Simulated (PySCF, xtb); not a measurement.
TiF3, SMILES [F][Ti+]([F])[F], charge +1, multiplicity 1.

GFN2-xTB in xtb 6.7.1 at its own geometry gives an orbital gap of 3.82 eV.

Geometry: PBE0-D3(BJ)/def2-SVP. The spin state was assumed, not searched. The isomer is the one that the SMILES or the coordinates give; other isomers of the formula were not compared.

**Question.** What does PBE/def2-TZVPD (PySCF) give? (Estimate from the structure and the level; the computed values follow.)

**Answer.** gap 5.22 eV (levels -17.16 and -11.94 eV).
